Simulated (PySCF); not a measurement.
## Multinuclear NMR of C$_{8}$H$_{10}$Si

Molfile (atoms numbered from 1):
```
C8H10Si
     RDKit          3D

 19 18  0  0  0  0  0  0  0  0999 V2000
    4.3462   -0.7535   -1.9942 C   0  0  0  0  0  0  0  0  0  0  0  0
    3.2667   -0.4352   -1.0818 C   0  0  0  0  0  0  0  0  0  0  0  0
    2.3596   -0.1666   -0.3115 C   0  0  0  0  0  0  0  0  0  0  0  0
    1.3396    0.1325    0.5483 C   0  0  0  0  0  0  0  0  0  0  0  0
    0.4236    0.3957    1.3171 C   0  0  0  0  0  0  0  0  0  0  0  0
   -0.6322    0.6944    2.2089 C   0  0  0  0  0  0  0  0  0  0  0  0
   -1.8925    0.9794    1.8124 C   0  0  0  0  0  0  0  0  0  0  0  0
   -2.3678    0.9867    0.4062 C   0  0  0  0  0  0  0  0  0  0  0  0
   -3.1147   -0.6945   -0.0713 Si  0  0  0  0  0  4  0  0  0  0  0  0
    3.9569   -1.0455   -2.9825 H   0  0  0  0  0  0  0  0  0  0  0  0
    5.0138    0.1114   -2.1370 H   0  0  0  0  0  0  0  0  0  0  0  0
    4.9545   -1.5889   -1.6118 H   0  0  0  0  0  0  0  0  0  0  0  0
   -0.3974    0.6891    3.2788 H   0  0  0  0  0  0  0  0  0  0  0  0
   -2.6333    1.1814    2.5936 H   0  0  0  0  0  0  0  0  0  0  0  0
   -3.1435    1.7538    0.2493 H   0  0  0  0  0  0  0  0  0  0  0  0
   -1.5393    1.1856   -0.2935 H   0  0  0  0  0  0  0  0  0  0  0  0
   -4.2730   -1.0051    0.8224 H   0  0  0  0  0  0  0  0  0  0  0  0
   -2.0860   -1.7651    0.0735 H   0  0  0  0  0  0  0  0  0  0  0  0
   -3.5994   -0.6546   -1.4858 H   0  0  0  0  0  0  0  0  0  0  0  0
  1  2  1  0
  2  3  3  0
  3  4  1  0
  4  5  3  0
  5  6  1  0
  6  7  2  0
  7  8  1  0
  8  9  1  0
  1 10  1  0
  1 11  1  0
  1 12  1  0
  6 13  1  0
  7 14  1  0
  8 15  1  0
  8 16  1  0
  9 17  1  0
  9 18  1  0
  9 19  1  0
M  END
```

[PySCF: PBE0/pcSseg-1 with gauge-including orbitals; geometry: PBE0-D3(BJ)/def2-SVP; single conformer; no solvent; no relativistic terms; fast rotation and ring inversion assumed for equivalent nuclei]

Question: Predict the 29Si NMR data.

Answer: 
```tsv
atoms	environment	σ (ppm)	δ (ppm)
Si9	silicon bonded to C, 3 H	419.3	-69.7
```

Shieldings were converted by a linear fit to measured shifts: 29Si (scatter 9.7 ppm rms, 23.4 ppm with the 5 outliers that the fit left out vs TMS, solution or neat liquid). A few per cent of atoms miss by over 2 rms, more outside the fitted compound classes.

On a 400 MHz spectrometer 29Si resonates near 79.5 MHz, so 1 ppm is 79.5 Hz.
